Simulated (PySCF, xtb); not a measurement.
B(F)(I)(OH) (BFHIO), SMILES OB(F)I.

GFN2-xTB (xtb) at its own geometry gives an orbital gap of 5.47 eV and a dipole moment of 5.78 D.

Geometry optimised at PBE-D3(BJ)/def2-SVP. The def2 effective core potentials stand for the cores of I; spin–orbit coupling is left out. The values are those of a single conformer.

Task: What does B3LYP/def2-TZVPD (PySCF) give? (The exact figures need the calculation; the answer reports its results.)

Result: gap 6.66 eV (levels -7.51 and -0.85 eV), dipole 1.78 D.
